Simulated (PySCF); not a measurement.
# Cd²⁺ (cadmium, charge +2) across methods

[Kr] 4d9 5s1, high-spin 3D determinant (an excited configuration). All numbers are calculated (PySCF 2.14, a scalar-relativistic core potential, in aug-cc-pwCVTZ-PP with ECP28MDF).

```json
{"method": "PBE0", "E (hartree)": "-166.4208", "mean ε 4d α (eV)": "-37.540", "mean ε 4d β (eV)": "-36.327", "mean ε 5s α (eV)": "-24.587", "Σ⟨r²⟩ (bohr²)": "30.22", "⟨S²⟩": "2.001"}
{"method": "PBE", "E (hartree)": "-166.4216", "mean ε 4d α (eV)": "-35.123", "mean ε 4d β (eV)": "-33.983", "mean ε 5s α (eV)": "-23.794", "Σ⟨r²⟩ (bohr²)": "30.28", "⟨S²⟩": "2.001"}
{"method": "BLYP", "E (hartree)": "-166.3887", "mean ε 4d α (eV)": "-34.947", "mean ε 4d β (eV)": "-33.897", "mean ε 5s α (eV)": "-23.793", "Σ⟨r²⟩ (bohr²)": "30.33", "⟨S²⟩": "2.000"}
{"method": "LDA", "E (hartree)": "-166.0995", "mean ε 4d α (eV)": "-35.283", "mean ε 4d β (eV)": "-34.142", "mean ε 5s α (eV)": "-24.178", "Σ⟨r²⟩ (bohr²)": "30.34", "⟨S²⟩": "2.000"}
{"method": "B3LYP", "E (hartree)": "-166.4783", "mean ε 4d α (eV)": "-37.058", "mean ε 4d β (eV)": "-35.944", "mean ε 5s α (eV)": "-24.584", "Σ⟨r²⟩ (bohr²)": "30.27", "⟨S²⟩": "2.001"}
{"method": "r2SCAN", "E (hartree)": "-166.4751", "mean ε 4d α (eV)": "-35.694", "mean ε 4d β (eV)": "-34.382", "mean ε 5s α (eV)": "-24.050", "Σ⟨r²⟩ (bohr²)": "30.12", "⟨S²⟩": "2.001"}
{"method": "CAM-B3LYP", "E (hartree)": "-166.3903", "mean ε 4d α (eV)": "-38.955", "mean ε 4d β (eV)": "-37.839", "mean ε 5s α (eV)": "-26.025", "Σ⟨r²⟩ (bohr²)": "30.29", "⟨S²⟩": "2.001"}
{"method": "UHF", "E (hartree)": "-165.63990", "mean ε 4d α (eV)": "-43.745", "mean ε 4d β (eV)": "-42.262", "mean ε 5s α (eV)": "-26.292", "Σ⟨r²⟩ (bohr²)": "30.35", "⟨S²⟩": "2.002"}
```

Energies and moments cover only the electrons outside the core potential.
